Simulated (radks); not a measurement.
Problem. The gallium ion Ga+, [Ar] 3d10 4s2. Method: non-relativistic Kohn-Sham, r2SCAN, spin-polarised, spherical densities, point nucleus; meta-GGA in the generalised Kohn-Sham scheme; computed with a radial shooting solver on a logarithmic mesh with Libxc functionals. Every spin shell is full or empty, so the densities are truly spherical. Functionals are evaluated on that one density, not self-consistently. Rank these orbital-free kinetic functionals by their error against the exact value of the orbitals, and give that value: Thomas-Fermi, von Weizsacker, TF + vW/9, TF + vW/5, LC94, APBEK, revAPBEK, Perdew 92, PG1, DePristo-Kress, Ernzerhof.

Solution. Exact: 1923.34 hartree. From best to worst, with 100 (|E| - |E exact|)/|E exact| (equal figures are ties): APBEK +0.04, LC94 -0.05, DePristo-Kress -0.14, revAPBEK +0.27, Ernzerhof -0.44, Perdew 92 -0.80, TF + vW/9 -0.81, TF + vW/5 +3.53, Thomas-Fermi -6.24, PG1 +18.30, von Weizsacker -51.16.
